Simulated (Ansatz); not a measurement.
C$_{3}$H$_{9}$BSi, SMILES `C=C([SiH3])BC`. Total charge 0; spin multiplicity 1. The structure was optimised at the PBE0-D4/def2-TZVP level. It is one conformer, not always the lowest.

```xyz
14

C     1.263    1.190   -1.160
C     0.369    0.446   -0.488
Si   -1.411    0.398   -1.053
B     0.875   -0.353    0.744
C    -0.023   -1.245    1.651
H     1.008    1.783   -2.036
H     2.305    1.229   -0.846
H    -1.591    1.277   -2.242
H    -2.322    0.861    0.030
H    -1.817   -0.988   -1.414
H     2.041   -0.237    1.020
H    -1.027   -1.455    1.274
H     0.467   -2.188    1.909
H    -0.137   -0.718    2.611
```

**Question.** What is the dipole moment at B3LYP/def2-TZVPP? (Estimate.)

**Answer.** The calculation gave: 0.60 D, with components (0.51, 0.29, -0.11) D in this frame, pointing from negative to positive charge.

**Question.** And with PBE, r2SCAN, ωB97M-V? (Estimate.)

**Answer.** The calculation gave: PBE 0.53 D, r2SCAN 0.58 D, ωB97M-V 0.62 D.

**Question.** Give the Mulliken charges with B3LYP, r2SCAN, PBE in def2-TZVPP. (An estimate is asked.)

**Answer.** Computed: 
```tsv
atom	B3LYP	r2SCAN	PBE
C1	-0.13	-0.04	-0.12
C2	-0.13	-0.21	-0.06
Si3	0.25	0.28	0.17
B4	0.02	0.10	0.01
C5	-0.30	-0.23	-0.32
H6	0.12	0.08	0.10
H7	0.11	0.08	0.10
H8	-0.08	-0.09	-0.06
H9	-0.07	-0.07	-0.05
H10	-0.07	-0.07	-0.05
H11	0.00	-0.03	-0.01
H12	0.09	0.05	0.09
H13	0.10	0.07	0.11
H14	0.09	0.07	0.10
```

B3LYP here is the variant with VWN-RPA as its local correlation; programs differ in this.
